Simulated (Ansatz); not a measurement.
A nudged elastic band was laid between two geometries of FH3Si + H5NSi (12 atoms, charge 0, multiplicity 1).

Computed with RHF/6-31G* in Ansatz.

| Item | Value |
| --- | --- |
| movable images | 5 |
| climbing image | yes |
| spring | 5.0 eV/Å² |
| optimiser | quadratic models (default) |
| start path | through a guess of the saddle point |
| force threshold | 0.03 eV/Å |
| iteration limit | 60 |
| end points | relaxed |

First end point:

```xyz
12
Properties=species:S:1:pos:R:3
Si 0.650 -0.024 -0.384
F 0.641 -0.902 0.956
H 1.989 -0.152 -0.982
H 0.391 1.380 -0.046
H -0.359 -0.550 -1.311
N -2.347 -0.122 1.470
H -2.944 -0.788 1.023
Si -3.050 1.221 2.302
H -3.796 0.882 3.537
H -1.965 2.145 2.679
H -3.999 1.888 1.389
H -1.549 -0.579 1.860
```

Last end point:

```xyz
12
Properties=species:S:1:pos:R:3
Si -0.449 0.417 -0.318
F -0.395 -1.662 2.520
H 0.652 1.011 0.455
H -0.833 1.349 -1.400
H -0.037 -0.859 -0.925
N -1.774 0.096 0.790
H -2.485 -0.489 0.387
Si -2.398 1.201 2.003
H -3.159 0.429 2.998
H -1.245 1.868 2.626
H -3.292 2.224 1.423
H -0.924 -1.184 1.933
```

Problem. What changes between the two ends?

Solution. Bonds broken: Si1–F2, N6–H12. Bonds formed: Si1–N6, F2–H12. FH3Si + H5NSi becomes FH + H7NSi2.

Problem. What energy profile does the band end with?

Solution. The forces met the threshold. The highest image is number 4 of 0 to 6, 2.13 eV above the first end and 1.18 eV above the last; the last end lies 0.96 eV above the first. A vibrational analysis at the climbing image gives one clearly imaginary mode, 1077i cm⁻¹: a first-order saddle point. The orbitals stay closed-shell, which can raise the energy where a bond breaks towards radicals; this wasn't checked here.

```json
{"image": "0", "path coordinate (Å)": "0.00", "energy (eV)": "0.00", "Si1–F2 (Å)": "1.60", "N6–H12 (Å)": "1.00", "Si1–N6 (Å)": "3.53"}
{"image": "1", "path coordinate (Å)": "1.19", "energy (eV)": "0.01", "Si1–F2 (Å)": "1.60", "N6–H12 (Å)": "1.00", "Si1–N6 (Å)": "3.43"}
{"image": "2", "path coordinate (Å)": "2.38", "energy (eV)": "0.14", "Si1–F2 (Å)": "1.60", "N6–H12 (Å)": "1.00", "Si1–N6 (Å)": "3.09"}
{"image": "3", "path coordinate (Å)": "3.56", "energy (eV)": "0.98", "Si1–F2 (Å)": "1.64", "N6–H12 (Å)": "1.00", "Si1–N6 (Å)": "2.41"}
{"image": "4", "path coordinate (Å)": "4.75", "energy (eV)": "2.13", "Si1–F2 (Å)": "2.14", "N6–H12 (Å)": "1.17", "Si1–N6 (Å)": "1.87"}
{"image": "5", "path coordinate (Å)": "5.60", "energy (eV)": "1.07", "Si1–F2 (Å)": "2.90", "N6–H12 (Å)": "1.77", "Si1–N6 (Å)": "1.77"}
{"image": "6", "path coordinate (Å)": "6.45", "energy (eV)": "0.96", "Si1–F2 (Å)": "3.52", "N6–H12 (Å)": "1.91", "Si1–N6 (Å)": "1.76"}
```

Problem. What is the geometry of the highest image?

Solution. 
```xyz
12
Properties=species:S:1:pos:R:3
Si -0.353 0.141 -0.062
F 0.081 -1.218 1.536
H 0.732 0.919 0.533
H -0.967 1.109 -1.024
H -0.088 -1.028 -0.901
N -1.820 -0.090 1.075
H -2.559 -0.583 0.599
Si -2.447 1.241 2.086
H -3.287 0.660 3.143
H -1.288 1.936 2.653
H -3.250 2.146 1.252
H -1.092 -0.833 1.601
```

Problem. What are the harmonic wavenumbers there?

Solution. 1077i, 63, 94, 188, 347, 401, 565, 584, 656, 702, 745, 826, 899, 942, 1012, 1035, 1050, 1091, 1129, 1162, 1249, 1657, 2017, 2250, 2416, 2419, 2433, 2446, 2460, 3725 cm⁻¹.

Time of the run: 3.2 min on 1 thread of Arm Neoverse V2, with other jobs on the host, peak memory 0.16 GiB.
